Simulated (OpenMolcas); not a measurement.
## Ta2+ in a point-charge field

Ta2+ among 6 point charges of -1 e arranged as an octahedron (Oh), 2.1 Å from the ion.

```json
{"Program": "OpenMolcas", "Method": "CASSCF", "Basis": "ANO-RCC-VTZP [8s7p5d3f2g1h]", "Scalar Hamiltonian": "DKH2, point nucleus", "Active space": "3 electrons in 5 orbitals (5d)", "State averaging": "2S+1 = 4 even, 10 roots; 2S+1 = 2 even, 40 roots", "Spin-orbit coupling": "RASSI with atomic mean-field integrals over the reference wave functions"}
```

The lowest spin-free states (labels of O, the rotations of Oh), above the lowest:

```csv
State,Degeneracy,E (cm-1),Free-ion L (%)
4A2,1,0.0,F (100)
4T2,3,11301,F (100)
2E,2,11525,G (62)
2T1,3,12021,G (41)
2T2,3,16704,D (47)
4T1,3,17208,F (62)
2A1,1,20832,G (100)
2T1,3,23322,H (52)
2T2,3,23428,G (59)
2E,2,24419,H (50)
4T1,3,26861,P (62)
2T1,3,27981,H (39)
2T2,3,32228,F (59)
2A2,1,33240,F (100)
2T1,3,35407,H (68)
2T2,3,37748,D (29)
2E,2,39285,D (65)
2T1,3,42330,F (71)
2E,2,55400,D (67)
2T2,3,55925,D (82)
```

The lowest levels with spin-orbit coupling:

```tsv
E (cm-1)	Degeneracy	Label	2S+1	g
0.0	4	Γ8	4	
9216	4	Γ8	4 (52 %)	
11113	2	Γ7	4	1.93 1.93 1.93
11184	4	Γ8	2 (89 %)	
11282	2	Γ6	4 (51 %)	1.40 1.40 1.40
11802	4	Γ8	4	
13760	4	Γ8	4 (51 %)	
13839	2	Γ6	4 (52 %)	1.14 1.14 1.14
15907	2	Γ7	4 (63 %)	0.55 0.55 0.55
17033	4	Γ8	4 (51 %)	
18007	2	Γ6	4 (75 %)	3.36 3.36 3.36
19242	4	Γ8	4 (75 %)	
19721	4	Γ8	4 (61 %)	
20094	2	Γ7	2 (63 %)	1.78 1.78 1.78
22148	2	Γ6	2 (77 %)	2.40 2.40 2.40
23236	4	Γ8	2 (80 %)	
23624	2	Γ6	2	0.11 0.11 0.11
24000	2	Γ7	2	0.17 0.17 0.17
24103	4	Γ8	2 (85 %)	
25872	4	Γ8	2 (80 %)
```

Powder χT (cm3 K/mol): 1.02 at 2 K, 1.02 at 10 K, 1.03 at 50 K, 1.04 at 100 K, 1.05 at 200 K, 1.07 at 300 K. The effective moment at 300 K is 2.828 √(χT) = 2.92 μB.

The lowest level has 2S+1 = 4, for which the spin-only value is χT = S(S+1) / 2 = 1.875 cm3 K/mol (g = 2). The computed 1.070 at 300 K differs by -0.805, through orbital momentum, spin-orbit coupling and any other state in reach.

Without dynamic correlation the repulsion within the d shell is too large (B by tens of per cent), so at a given field states of lower spin stand too high. Point charges carry no covalency, so the field is a model and not that of real ligands. No measured value stands beside these numbers.
